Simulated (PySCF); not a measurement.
F4H4O2Si, SMILES O->[Si](<-O)(F)(F)(F)F (connectivity only; charge and spin as stated), neutral, multiplicity 1. Atoms are numbered in the order given.

```xyz
11

Si     0.0000     0.0000    -0.2347
F     -0.0586     1.6240     0.0848
F      0.0586    -1.6240     0.0848
F     -1.2691    -0.0506    -1.2615
F      1.2691     0.0506    -1.2615
O     -1.3510    -0.0345     1.2542
H     -2.0132    -0.6899     0.9917
H     -1.7750     0.8354     1.2082
O      1.3510     0.0345     1.2542
H      2.0132     0.6899     0.9917
H      1.7750    -0.8354     1.2082
```

Coordinates come from a PBE0-D3(BJ)/def2-SVP optimisation. One conformer was computed; it need not be the lowest.

Level of theory: PBE/pcSseg-1 (PySCF).

GIAO shieldings, no solvent; atoms listed in one row are averaged. δ = σ(ref) − σ: ²⁹Si against TMS (σ = 335.4 ppm); ¹⁹F against CFCl3 (σ = 133.6 ppm); ¹⁷O against H2O (σ = 334.3 ppm); ¹H against TMS (σ = 31.49 ppm), references at their B3LYP-D3(BJ)/def2-TZVP geometries, non-relativistic.

Q: Estimate the chemical shifts. (The exact figures need the calculation; the answer reports its results.)

A: 
```json
[
 {"nucleus": "²⁹Si", "atoms": "Si1", "count": "1", "δ (ppm)": "-151.7"},
 {"nucleus": "¹⁹F", "atoms": "F2, F3", "count": "2", "δ (ppm)": "-171.5"},
 {"nucleus": "¹⁹F", "atoms": "F5, F4", "count": "2", "δ (ppm)": "-181.8"},
 {"nucleus": "¹⁷O", "atoms": "O6, O9", "count": "2", "δ (ppm)": "83.9"},
 {"nucleus": "¹H", "atoms": "H8, H11", "count": "2", "δ (ppm)": "3.38"},
 {"nucleus": "¹H", "atoms": "H10, H7", "count": "2", "δ (ppm)": "3.22"}
]
```
